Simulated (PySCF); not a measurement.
## `CC#CP(C)CCC#N`: 4 charge schemes on one density

C7H10NP.
Cartesian coordinates in Å at the GFN2-xTB level; atoms count from 1:
```xyz
19
C7H10NP angstrom
C      3.0181   -1.6806   -0.3716
C      1.9888   -0.7547    0.0424
C      1.1205    0.0294    0.3323
P     -0.1084    1.1333    0.9597
C      0.3194    2.6074   -0.0824
C     -1.5303    0.5025   -0.0878
C     -1.9478   -0.8964    0.3747
C     -3.0514   -1.3769   -0.4142
N     -3.9274   -1.7277   -1.0600
H      3.6077   -1.2499   -1.1809
H      2.5672   -2.6099   -0.7199
H      3.6773   -1.9009    0.4680
H      0.4248    2.3343   -1.1314
H      1.2572    3.0297    0.2747
H     -0.4621    3.3582    0.0253
H     -1.2414    0.4805   -1.1430
H     -2.3679    1.1977    0.0249
H     -2.2467   -0.8765    1.4274
H     -1.1074   -1.5904    0.2693
```

Density: PBE0/pcSseg-1 (PySCF); schemes: Mulliken, IAO, Hirshfeld and ESP-fitted. The structure is a single GFN2-xTB conformer in the gas phase; no vibrational or solvent corrections. GFN2-xTB frequencies show an imaginary mode (34i cm⁻¹), so this geometry is no minimum at that level.

**Question.** Atoms with like bonding are taken together and averaged. Which atoms carry the highest charge in the Mulliken, IAO, Hirshfeld and ESP-fitted schemes?

**Answer.** The schemes don't all agree: Mulliken P4 (+0.424); IAO P4 (+0.558); Hirshfeld P4 (+0.183); ESP-fitted C8 (+0.441).

**Question.** At which atom do the 4 schemes differ most?

**Answer.** At P4: from -0.122 (ESP-fitted) to +0.558 e (IAO), 0.680 e apart.

**Question.** Do the Mulliken, IAO, Hirshfeld and ESP-fitted schemes agree on where the charge is lowest?

**Answer.** The schemes don't all agree: Mulliken C5 (-0.451); IAO C5 (-0.602); Hirshfeld N9 (-0.237); ESP-fitted C1 (-0.562).

**Question.** Give the atomic charges in each scheme.

**Answer.** In e; atoms taken as equivalent share a row and are averaged (×n: the atom named and its like, n in all):

```csv
atom,environment,Mulliken,IAO,Hirshfeld,ESP-fitted
C1,propargylic carbon,-0.174,-0.439,-0.093,-0.562
C2,alkyne carbon,-0.344,-0.017,-0.031,+0.131
C3,alkyne carbon,-0.232,-0.337,-0.139,-0.156
P4,phosphine phosphorus,+0.424,+0.558,+0.183,-0.122
C5,sp3 carbon bound to phosphorus,-0.451,-0.602,-0.160,-0.227
C6,sp3 carbon bound to phosphorus,-0.440,-0.419,-0.102,-0.083
C7,sp3 carbon next to a nitrile,-0.190,-0.296,-0.046,-0.421
C8,nitrile carbon,+0.056,+0.144,+0.085,+0.441
N9,nitrile nitrogen,-0.249,-0.257,-0.237,-0.502
H10/H11/H12,methyl hydrogen,+0.154,+0.176,+0.064,+0.194
H13/H14/H15,methyl hydrogen,+0.148,+0.157,+0.046,+0.099
H16/H17,methylene hydrogen,+0.164,+0.152,+0.044,+0.128
H18/H19,methylene hydrogen,+0.181,+0.181,+0.060,+0.183
```

Mean size of the charges over all atoms: IAO 0.249 e, Mulliken 0.219 e, ESP-fitted 0.218 e, Hirshfeld 0.085 e. Each set sums to the total charge, 0, to within 0.001 e. The Hirshfeld scheme weights the molecular density at each point by an atom's share of the summed free-atom densities.

Some averages cover members that differ in this geometry: H13/H14/H15, ESP-fitted +0.058 to +0.128; H16/H17, ESP-fitted +0.112 to +0.145 e.

**Question.** How closely do the schemes follow one another over all atoms?

**Answer.** Correlation coefficient and root-mean-square difference: Mulliken with IAO 0.92, 0.115 e; IAO with Hirshfeld 0.91, 0.204 e; Mulliken with Hirshfeld 0.88, 0.163 e; Hirshfeld with ESP-fitted 0.70, 0.204 e; IAO with ESP-fitted 0.67, 0.225 e; Mulliken with ESP-fitted 0.53, 0.245 e.

**Question.** Sum the charges by element, for elements with more than one atom.

**Answer.** 
```tsv
element	atoms	Mulliken	IAO	Hirshfeld	ESP-fitted
C	7	-1.773	-1.965	-0.485	-0.877
H	10	+1.597	+1.664	+0.539	+1.502
```

**Question.** How many electrons does the Hirshfeld scheme count on N9?

**Answer.** Z − q = 7 − (-0.237) ≈ 7.238.
